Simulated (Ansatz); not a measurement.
C4H5B, SMILES `BC=C=C=C`, charge 0, multiplicity 1.

**Question.** Give a relaxed structure at PBE0-D4/def2-TZVP (the Gaussian-basis code of Ansatz). (Best estimate.)

**Answer.** The calculation gave: 
Cartesian coordinates in Å:
```
B -0.874 -1.146 -1.777
C -0.178 0.159 -1.378
C 0.162 0.384 -0.116
C 0.471 0.564 1.094
C 0.792 0.751 2.352
H -1.110 -1.966 -0.940
H -1.180 -1.345 -2.917
H 0.058 0.935 -2.105
H 0.574 0.002 3.107
H 1.286 1.661 2.680
```
Point group Cs.
This is one stationary point; other conformers may exist.
